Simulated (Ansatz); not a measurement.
The same atomization along the group Cl, Br, I.

Program: Ansatz. Geometries: PBE0-D4/def2-TZVP. ΔE: electronic, gas phase. CCSD(T)/CBS is the MP2 limit (def2-TZVPP, def2-QZVPP) plus CCSD(T) − MP2 in def2-TZVPP, frozen cores. This one scheme is used for every species, atoms too. Open shells (•) are unrestricted, without spin–orbit coupling. Spin–orbit coupling would lower the free atoms: a little for Al, C, Cl; clearly for Br; strongly for I. Elements past krypton have def2 core potentials. For Br, I outer-core shells are correlated without core-valence functions, so the limit isn't a true one: a few kJ/mol of doubt a bond, and 10 to 20 or more in all where bonds break to atoms. Scalar relativity is left out up to krypton.

Task: Order these by ΔE at CCSD(T)/CBS, lowest first. (Best estimate.)
A. `[Cl][Al]1[CH2][CH2]1` → Al• + 2 C• + 4 H• + Cl•
B. `[I][Al]1[CH2][CH2]1` → Al• + 2 C• + 4 H• + I•
C. `[Br][Al]1[CH2][CH2]1` → Al• + 2 C• + 4 H• + Br•

Result: B (+28.26 eV), C (+28.88 eV), A (+29.37 eV).

Largest T1 diagnostic: 0.018, for Al•.

For atomizations the MP2-based limit and the directly extrapolated one differ by several kJ/mol either way, and by 10 to 25 for some Ge, Se and Sn compounds, so smaller differences from it don't rank the levels.
